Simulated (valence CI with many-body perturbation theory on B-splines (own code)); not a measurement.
**Nd II: calculation against measured levels**

Calculated by relativistic CI+MBPT: five valence electrons over a frozen Dirac-Fock core [Xe], a basis of 7 s, 7 p, 7 d, 7 f, 4 g, 2 h functions for each j, with the one-electron correlation potential Σ1 (screened to all orders), the two-electron term Σ2, the three-electron term Σ3, Breit, model QED; selected single and double excitations, second order for the rest (own B-spline code, finite nucleus).

Against 21 measured levels this calculation errs by 1646 cm⁻¹ on average and by 4015 at most. These come from a selection out of the NIST Handbook of Basic Atomic Spectroscopic Data. Levels without a partner in it may be off by more, other configurations by several thousand cm⁻¹. Among the levels kept, up to 2700 cm⁻¹ of a level comes from second order outside the variational space, and about a tenth of that is noise between levels of different J, which matters for small intervals. 17 measured levels below the end of the list, from 8420 cm⁻¹ on, found no clear computed partner.

Measured levels: NIST Handbook of Basic Atomic Spectroscopic Data (Sansonetti and Martin, J. Phys. Chem. Ref. Data 34, 1559 (2005)). Pairs share parity and J, and are chosen by configuration, term and nearness in energy; levels without a clear partner are left out. Energies in cm⁻¹ above the measured ground level.

Names give the largest LS component (configuration and term), which can be under half, so a name can repeat, a term be missing and a line seem to break the LS rules; names also repeat where a configuration has a term twice.

```
 Computed label   Label in the source  Measured  Computed  Difference
   4f⁴6s ⁶I_7/2         4f4(5I) 6s 6I         0       0.0           0
   4f⁴6s ⁶I_9/2         4f4(5I) 6s 6I     513.3     491.6         -22
  4f⁴6s ⁶I_11/2         4f4(5I) 6s 6I    1470.1    1506.4         +36
   4f⁴6s ⁴I_9/2         4f4(5I) 6s 4I    1650.2    1595.4         -55
  4f⁴6s ⁶I_13/2         4f4(5I) 6s 6I    2585.5    2648.6         +63
  4f⁴6s ⁴I_11/2         4f4(5I) 6s 4I    3066.8    3042.4         -24
  4f⁴6s ⁶I_15/2         4f4(5I) 6s 6I    3801.9    3860.5         +59
  4f⁴5d ⁶L_11/2         4f4(5I) 5d 6L    4437.6    8392.9       +3955
  4f⁴6s ⁴I_13/2         4f4(5I) 6s 4I    4512.5    4486.7         -26
  4f⁴6s ⁶I_17/2         4f4(5I) 6s 6I    5085.6    5140.6         +55
  4f⁴5d ⁶L_13/2         4f4(5I) 5d 6L    5487.7    9417.5       +3930
  4f⁴6s ⁴I_15/2         4f4(5I) 6s 4I    5985.6    5926.3         -59
   4f⁴5d ⁶K_9/2         4f4(5I) 5d 6K    6005.3    9905.5       +3900
  4f⁴5d ⁶L_15/2         4f4(5I) 5d 6L    6637.4   10537.9       +3900
  4f⁴5d ⁶K_11/2         4f4(5I) 5d 6K    6931.8   10808.0       +3876
   4f⁴5d ⁶I_7/2         4f4(5I) 5d 6I    7524.7   11539.8       +4015
  4f⁴5d ⁶L_17/2         4f4(5I) 5d 6L    7868.9   11711.3       +3842
  4f⁴5d ⁶K_13/2         4f4(5I) 5d 6K    7950.1   11815.0       +3865
4f³5d² ⁶M°_13/2  4f3(4I°) 5d2(3F) 6M°    8009.8    7297.5        -712
4f³5d² ⁶M°_15/2  4f3(4I°) 5d2(3F) 6M°    9448.2    8789.8        -658
4f³5d² ⁶M°_17/2  4f3(4I°) 5d2(3F) 6M°   10980.5   10273.3        -707
4f³5d² ⁶M°_19/2  4f3(4I°) 5d2(3F) 6M°   12600.8   11786.1        -815
```

Over 21 excited levels the mean absolute difference is 1646 cm⁻¹, the median 707 and the largest 4015. The comparison draws on a selection of the measured levels: 22 of the 64 computed ones have a partner in it, and others may be off by more.

These 17 measured levels below the end of the computed list are not counted above. Beside each stands the unpaired computed level of its name, or else the nearest of its J and parity; the gap is either an error of the method or a doubtful assignment.

```tsv
Label in the source	J	Measured	Unpaired level	Computed
4f4(5I) 5d 6I	9/2	8420	4f⁴6s ⁶F_9/2	11498
4f4(5I) 5d 6G	3/2	8716	4f⁴6s ⁶F_3/2	9761
4f4(5I) 5d 6G	5/2	8796	4f⁴6s ⁶F_5/2	10146
4f4(5I) 5d 6K	15/2	9043	none	
4f4(5I) 5d 6L	19/2	9166	none	
4f4(5I) 5d 6G	7/2	9198	4f⁴6s ⁶F_7/2	10797
4f4(5I) 5d 6I	11/2	9358	none	
4f4(5I) 5d 6H	5/2	9675	4f⁴6s ⁶F_5/2	10146
4f4(5I) 5d 6K	17/2	10195	none	
4f4(5I) 5d 6I	13/2	10337	none	
4f4(5I) 5d 6L	21/2	10517	none	
4f4(5I) 5d 6H	7/2	10667	4f⁴6s ⁶F_7/2	10797
4f4(5I) 5d 6G	9/2	10883	4f⁴6s ⁶F_9/2	11498
4f4(5I) 5d 6I	15/2	11373	none	
4f4(5I) 5d 6K	19/2	11392	none	
4f4(5I) 5d 6H	9/2	11710	4f⁴6s ⁶F_9/2	11498
4f4(5I) 5d 6G	11/2	12021	none
```
